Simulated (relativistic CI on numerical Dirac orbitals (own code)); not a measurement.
**What each ingredient does to the levels of Hg²⁺**

Base calculation: Dirac-Coulomb-Breit CI, orbitals from a KLI potential per configuration, QED by a radiative potential, valence Slater integrals scaled by 0.85, P86 correlation energy added to each configuration.

CI space (outside the closed core [Xe] 4f14): 5d¹⁰, 5d⁹6s, 5d⁹6p, 5d⁸6s², 5d⁹5f, 5d⁹7s, 5d⁹6d, 5d⁸6s6p, 5d⁹7p, 5d⁸5f², 5d⁹8s, 5d⁹7d, 5d⁹8p, 5d⁹6f, 5d⁹5g, 5d⁹8d, 5d⁹7f, 5d⁸6s7s, 5d⁸6p², 5d⁸5f6s. Levels of other configurations are missing.

The lowest level and the first level of each name with at least 55 % of one term (blank where a level has no safe partner in the second run):

| Level | Base (cm⁻¹) | Shift (cm⁻¹) |
| --- | --- | --- |
| 5d¹⁰ ¹S0 | 0.0 | 0.0 |
| 5d⁹6s ³D3 | 48093.7 | -89.7 |
| 5d⁹6s ³D2 | 51357.3 | -86.3 |
| 5d⁹6s ³D1 | 62885.0 | -90.0 |
| 5d⁹6s ¹D2 | 65797.5 | -84.4 |
| 5d⁹6p ³P°2 | 107431.0 | +127.2 |
| 5d⁸6s² ³F4 | 107528.2 | +46.9 |
| 5d⁹6p ³F°4 | 120506.1 | +127.0 |
| 5d⁸6s² ³F3 | 121116.2 | +46.6 |
| 5d⁹6p ³P°1 | 121147.2 | +127.1 |
| 5d⁹6p ³D°3 | 124359.3 | +126.8 |
| 5d⁸6s² ³P0 | 129009.5 | +47.0 |
| 5d⁹6p ¹P°1 | 130870.4 | +157.2 |
| 5d⁹6p ³P°0 | 132140.2 | +127.0 |

Correlation outside the listed configurations is missing or only estimated: errors of thousands of cm⁻¹ between configurations and terms are usual at this charge. Rates and lifetimes follow the computed energies and can be off by large factors. The fine structure of a lone outer electron comes out too small, for d and f at times inverted, and misplaced configurations move strength between like terms. 22 of the 62 excited levels that our extract of the measured tables holds in this range could be paired (the sources list more); they are missed by 4918 cm⁻¹ on average and 10689 at most, and levels without a partner can miss by more.

**Question.** One thing was changed in a second run, which moved the levels as shown. Which?
A. Breit term removed
B. QED terms removed
C. configuration mixing switched off
D. self-excluded LDA correlation estimate

**Answer.** D. Self-excluded LDA correlation estimate. A correlation estimate moves all levels of a configuration together before mixing; mixed levels move by a weighted share.

LS names give the leading component of a level, which can be under half, so a name can repeat, a term be missing and a line seem to break the LS rules.
